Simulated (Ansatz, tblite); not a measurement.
Removing and adding an electron: the cluster GeTe₄. Charge 0, multiplicity 1. Geometry: PBE-D4/def2-SVP. Ansatz, gas phase; energy differences of separate SCF runs; the oxidised species was run as a doublet alone; the reduced species was run as a doublet alone.

```xyz
5

Ge    1.391    0.239    1.041
Te   -1.009   -0.388    2.193
Te   -0.995    1.492    0.195
Te   -0.785    0.008   -2.202
Te    1.399   -1.352   -1.227
```

In the def2 sets Te takes a core potential; there is no spin–orbit coupling. The xTB rows come from tblite. HOMO above LUMO, or a gap near zero within one spin, warns that the state may not be the lowest or that an electron is smeared out. The structure comes from a short search, and lower isomers may exist.

Problem. Estimate orbital energies and vertical ionisation energies and electron affinities at: GFN1-xTB; GFN2-xTB; PBE-D4/def2-TZVP; PBE-D4/def2-TZVPD; r2SCAN-D4/def2-TZVP; r2SCAN-D4/def2-TZVPD; PBE0-D4/def2-TZVP; PBE0-D4/def2-TZVPD.

Solution. 
```csv
level,−HOMO (eV),vertical IE (eV),−LUMO (eV),vertical EA (eV),HOMO–LUMO gap (eV),IE − EA (eV),remarks
GFN1-xTB,9.16,11.82,7.56,–,1.60,–,–
GFN2-xTB,8.80,12.11,6.70,3.43,2.10,8.68,–
PBE-D4/def2-TZVP,4.74,6.95,3.70,–,1.04,–,–
PBE-D4/def2-TZVPD,4.77,–,3.73,1.73,1.04,–,"HOMO above zero (-1 doublet), gap within one spin near zero (-1 doublet)"
r2SCAN-D4/def2-TZVP,4.95,7.06,3.72,–,1.23,–,–
r2SCAN-D4/def2-TZVPD,4.96,–,3.74,1.82,1.23,–,HOMO above zero (-1 doublet)
PBE0-D4/def2-TZVP,5.62,7.13,3.14,–,2.48,–,–
PBE0-D4/def2-TZVPD,5.64,–,3.16,1.82,2.47,–,–
```

   A HOMO above zero means that the electron is unbound at that level or that self-interaction error raises the level; the energy of removing that electron tells which. Raw xTB energy differences between charge states are shifted by several eV; the methods need an empirical correction for them.
